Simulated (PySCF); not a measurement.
# Computed vibrations of [Ce(NH3)3]3+

[Ce(NH3)3]3+ (singlet in the valence; each metal's 4f electrons, 1 of them, lie in its core potential, out of spins and levels). PySCF 2.14.0, RKS PBE0, Ce lcecp-1-SVP with ECP47, N def2-SVP, H def2-SVP; non-relativistic Hamiltonian with scalar-relativistic core potentials where named; density fitting; no spin-orbit coupling. Central differences of gradients.

```xyz
13

Ce    0.0000    0.0000    0.0000
N     2.5405    0.0010    0.0000
H     2.9890   -0.4674    0.8080
H     2.9890   -0.4674   -0.8080
H     2.9894    0.9341    0.0000
N    -1.2711    2.1996    0.0000
H    -1.0897    2.8222    0.8080
H    -1.0897    2.8222   -0.8080
H    -2.3037    2.1219    0.0000
N    -1.2694   -2.2006    0.0000
H    -1.8993   -2.3548    0.8080
H    -1.8993   -2.3548   -0.8080
H    -0.6858   -3.0560    0.0000
```

Run from Python with OMP_NUM_THREADS=2. Where DIIS fails, smearing, a level shift and second-order steps follow.
It took 81 s on 2 threads of Arm Neoverse V2, with other jobs on the host.

Question: What are the harmonic wavenumbers and infrared intensities?

Answer: Modes are labelled in C3h; negative numbers are unstable modes, those under 60 cm⁻¹ near the noise; a finer grid moves soft modes by up to 10 cm⁻¹.
```csv
cm⁻¹,km/mol,symmetry
-46,–,a''
-44,–,e''
-44,–,e''
-38,–,a''
81,5.7,e'
81,5.7,e'
332,0.0,a'
348,14.9,e'
348,14.9,e'
629,0.0,a'
639,0.0,e''
639,0.0,e''
651,204.1,a''
666,88.0,e'
666,88.0,e'
1408,186.0,e'
1408,186.0,e'
1410,0.0,a'
1612,152.0,a''
1612,75.9,e'
1612,75.9,e'
1614,0.0,a'
1614,0.0,e''
1614,0.0,e''
3359,347.8,e'
3359,347.8,e'
3367,0.0,a'
3432,0.0,e''
3432,0.0,e''
3433,462.7,a''
3437,0.0,a'
3438,225.8,e'
3438,225.8,e'
```

Question: Is this a minimum?

Answer: Probably not: 4 unstable, though so soft as to be near the noise; the lowest moves the atoms so:
```
Ce   0.00  0.00  0.01
N    0.00  0.00 -0.04
H    0.01  0.29  0.13
H   -0.01 -0.29  0.13
H    0.00  0.00 -0.37
N    0.00  0.00 -0.04
H   -0.25 -0.13  0.13
H    0.25  0.13  0.13
H    0.00  0.00 -0.37
N    0.00  0.00 -0.04
H    0.24 -0.15  0.13
H   -0.24  0.15  0.13
H    0.00  0.00 -0.37
```

An lcecp potential fixes the number of 4f electrons, so in runs with it no electron can move into or out of that shell.
